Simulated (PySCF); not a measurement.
Isomers of C6H11FS2Si.

All values: PBE0/pcSseg-1 (PySCF) at GFN2-xTB geometries, gas phase, one conformer each.

Question: Rank by HOMO–LUMO gap, highest first.
A. `[CH3:1]/[C:2]([F:3])=[C:4](\[CH3:5])[SiH:6]1[S:7][CH2:8][CH2:9][S:10]1` with C2–C4–Si6–S7 131°, C4–Si6–S7–C8 112°, Si6–S7–C8–C9 36°, S7–C8–C9–S10 -61°, C8–C9–S10–Si6 49°
B. `[CH3:1][S:2][SiH:3]([S:4][CH3:5])[C:6]1=[CH:7][CH2:8][C@@H:9]1[F:10]` with C1–S2–Si3–S4 -171°, S2–Si3–S4–C5 -25°, S2–Si3–C6–C7 93°
C. `[CH3:1]/[C:2](=[CH:3]\[F:4])[SiH:5]1[S:6][CH2:7][CH2:8][CH2:9][S:10]1` with C1–C2–Si5–S6 54°, C2–Si5–S6–C7 168°, Si5–S6–C7–C8 -59°, S6–C7–C8–C9 79°, C7–C8–C9–S10 -80°

Answer: C (6.61 eV), A (6.39 eV), B (5.75 eV).

Question: Rank by LUMO energy, highest first.
A. `[CH3:1][S:2][CH2:3][S:4][SiH2:5][C:6]1=[CH:7][CH2:8][C@H:9]1[F:10]` with C1–S2–C3–S4 65°, S2–C3–S4–Si5 83°, C3–S4–Si5–C6 -80°, S4–Si5–C6–C7 29°
B. `[CH3:1][S:2][SiH:3]([S:4][CH3:5])[C:6]1=[CH:7][CH2:8][C@@H:9]1[F:10]` with C1–S2–Si3–S4 -171°, S2–Si3–S4–C5 -25°, S2–Si3–C6–C7 93°
C. `[CH3:1]/[C:2](=[CH:3]\[F:4])[SiH:5]1[S:6][CH2:7][CH2:8][CH2:9][S:10]1` with C1–C2–Si5–S6 54°, C2–Si5–S6–C7 168°, Si5–S6–C7–C8 -59°, S6–C7–C8–C9 79°, C7–C8–C9–S10 -80°
D. `[CH3:1]/[C:2]([F:3])=[C:4](\[CH3:5])[SiH:6]1[S:7][CH2:8][CH2:9][S:10]1` with C2–C4–Si6–S7 131°, C4–Si6–S7–C8 112°, Si6–S7–C8–C9 36°, S7–C8–C9–S10 -61°, C8–C9–S10–Si6 49°

Answer: C (-0.24 eV), D (-0.46 eV), A (-0.76 eV), B (-1.04 eV).

All values together:

| SMILES | μ (D) | HOMO (eV) | LUMO (eV) | lowest IAO charge (e) | highest IAO charge (e) | lowest Hirshfeld charge (e) | highest Hirshfeld charge (e) |
| --- | --- | --- | --- | --- | --- | --- | --- |
| CSCS[SiH2]C1=CC[C@H]1F | 1.88 | -6.54 | -0.76 | -0.508 (C) | +0.684 (Si) | -0.126 (F) | +0.311 (Si) |
| C/C(F)=C(\C)[SiH]1SCCS1 | 2.00 | -6.85 | -0.46 | -0.451 (C) | +0.747 (Si) | -0.127 (C) | +0.294 (Si) |
| CS[SiH](SC)C1=CC[C@@H]1F | 1.77 | -6.80 | -1.04 | -0.498 (C) | +0.736 (Si) | -0.122 (C) | +0.295 (Si) |
| C/C(=C\F)[SiH]1SCCCS1 | 2.98 | -6.85 | -0.24 | -0.421 (C) | +0.757 (Si) | -0.119 (C) | +0.289 (Si) |

Conformers: `[CH3:1][S:2][CH2:3][S:4][SiH2:5][C:6]1=[CH:7][CH2:8][C@H:9]1[F:10]` with C1–S2–C3–S4 65°, S2–C3–S4–Si5 83°, C3–S4–Si5–C6 -80°, S4–Si5–C6–C7 29°; `[CH3:1]/[C:2]([F:3])=[C:4](\[CH3:5])[SiH:6]1[S:7][CH2:8][CH2:9][S:10]1` with C2–C4–Si6–S7 131°, C4–Si6–S7–C8 112°, Si6–S7–C8–C9 36°, S7–C8–C9–S10 -61°, C8–C9–S10–Si6 49°; `[CH3:1][S:2][SiH:3]([S:4][CH3:5])[C:6]1=[CH:7][CH2:8][C@@H:9]1[F:10]` with C1–S2–Si3–S4 -171°, S2–Si3–S4–C5 -25°, S2–Si3–C6–C7 93°; `[CH3:1]/[C:2](=[CH:3]\[F:4])[SiH:5]1[S:6][CH2:7][CH2:8][CH2:9][S:10]1` with C1–C2–Si5–S6 54°, C2–Si5–S6–C7 168°, Si5–S6–C7–C8 -59°, S6–C7–C8–C9 79°, C7–C8–C9–S10 -80°.
